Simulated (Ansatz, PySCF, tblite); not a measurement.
Potential energy curve for SMILES [BH3-]C#[O+] (CH₃BO). The B1–C5 bond (B1 also carries H, H, H; C5 carries O) is stretched with both fragments frozen at the PBE0/def2-TZVP optimised geometry.

Levels of theory: UMP2 = MP2 on UHF/cc-pVTZ, frozen core run with Ansatz (a program for electronic structure); GFN2-xTB, 300 K electronic temperature (tblite); UMP2/3-21G = PySCF with unrestricted MP2 (frozen core)/3-21G; RKS-B3LYP = restricted B3LYP/cc-pVTZ in Ansatz; RHF/STO-3G = restricted Hartree-Fock/STO-3G (PySCF 2.14.0).

Energies are in kcal/mol, each relative to the lowest point of its own curve near equilibrium.

```csv
R / Å,UMP2,GFN2-xTB,UMP2/3-21G,RKS-B3LYP,RHF/STO-3G
1.15,82.5,89.7,94.5,76.5,107.1
1.22,47.0,45.8,55.9,42.6,64.5
1.30,21.9,17.7,28.0,19.0,33.5
1.35,12.2,8.0,16.8,10.1,21.0
1.41,5.0,2.0,8.0,3.7,10.9
1.48,0.9,0.0,2.3,0.4,4.0
1.51,0.2,0.3,1.0,0.0,2.3
1.55,0.0,1.5,0.1,0.2,?
1.62,1.1,5.1,0.0,1.8,0.0
1.66,2.2,7.7,?,3.2,?
1.77,?,15.6,3.6,8.2,2.6
1.87,10.9,22.7,7.2,13.0,5.8
2.07,19.0,?,14.1,21.4,13.1
2.24,24.3,40.9,19.1,26.9,19.0
2.47,29.5,46.3,24.4,32.0,25.4
2.70,32.8,49.1,28.5,35.3,29.9
3.05,35.8,50.9,33.1,38.2,33.9
3.30,37.0,51.2,35.3,39.4,35.5
3.70,38.2,51.4,37.6,40.4,36.7
4.05,38.7,51.4,38.7,40.8,37.2
4.55,39.2,51.4,39.5,41.1,37.5
5.32,39.5,?,39.9,41.3,37.8
```

**Question.** Some entries are withheld; supply them.

**Answer.** 
- 1.55, RHF/STO-3G: 0.8
- 1.66, UMP2/3-21G: 0.6
- 1.66, RHF/STO-3G: 0.2
- 1.77, UMP2: 6.5
- 2.07, GFN2-xTB: 34.2
- 5.32, GFN2-xTB: 51.5
